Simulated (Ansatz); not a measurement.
Saddle point of SiH$_{2}$Cl$_{4}$, closed shell (SiCl₄ ([Cl][Si]([Cl])([Cl])[Cl]) + H₂ → SiHCl₃ ([Cl][SiH]([Cl])[Cl]) + HCl; bonds formed: Si1–H7, Cl2–H6; bonds broken: Si1–Cl2, H6–H7), PBE0-D4/def2-TZVP structure:

```
7
angstrom
Si 0.0715 0.3943 0.0353
Cl -1.6198 -1.2261 -0.5812
Cl 0.0214 1.1949 -1.8191
Cl -1.1245 1.1305 1.4879
Cl 1.9404 1.0082 0.6974
H -0.0619 -1.4002 -0.0566
H 0.7729 -1.1016 0.2362
```

Energies are electronic, without zero-point energy. Barriers and step energies count from the start structure reached by relaxing down the imaginary mode; all methods use the PBE0-D4 structures, on which another method's saddle can fall below an end. Computed with Ansatz 0.2.0 (basis: def2-TZVPP, with def2-QZVPP for the basis limit); correlated methods freeze the cores. B3LYP uses VWN-RPA correlation. Extrapolation: Hartree–Fock as exp(−7.88 √X), correlation as X^−2.97.

| method | barrier (kcal/mol) | step energy (kcal/mol) |
| --- | --- | --- |
| SPW92 | 43.04 | 13.81 |
| PBE-D4 | 51.81 | 15.29 |
| BLYP-D4 | 57.09 | 15.10 |
| r2SCAN-D4 | 55.97 | 16.25 |
| B97M-V | 59.39 | 15.80 |
| PBE0-D4 | ? | 15.00 |
| B3LYP-D4 | ? | 14.66 |
| r2SCAN0-D4 | 58.66 | 15.72 |
| BHLYP-D4 | 65.07 | 14.36 |
| CAM-B3LYP-D4 | 61.45 | 13.70 |
| wB97X-V | 61.76 | 14.73 |
| wB97M-V | 60.67 | 15.48 |
| B2PLYP | 61.68 | 14.32 |
| PBE-QIDH | 60.14 | 15.32 |
| RPA on PBE | 62.57 | 13.14 |
| HF | ? | 11.72 |
| MP2 | 62.40 | 16.51 |
| CCSD | 65.14 | 13.06 |
| CCSD(T) | 62.72 | 13.94 |

**Question.** Fill in the withheld barriers. (Judge from chemistry; the value comes from the calculation.)

**Answer.** The calculation gives: HF 77.24; B3LYP-D4 59.99; PBE0-D4 56.11 kcal/mol. Each is the energy of the saddle less that of the start structure, by the same method.

For comparison, the barrier by CCSD(T) at an estimated basis limit (MP2 extrapolated from triple and quadruple zeta, plus CCSD(T) − MP2 in triple zeta) is 61.35 kcal/mol.

No T1 diagnostic of these runs exceeds 0.011. The start structure is not quite a true minimum (one mode of 30i cm⁻¹).

Labels in which every atom is bracketed show which atoms are joined, not bond orders.

For scale, one of the runs: CCSD(T)/def2-TZVPP, 238 basis functions, launched by `ansatz run in.yaml --threads 4 --pin off --events-out ev --progress --plain --max-ram 9574MiB`. Time: 110 s of wall clock on 4 CPU threads of an Arm Neoverse V2; the host was shared. Peak host memory: 3.9 GiB.
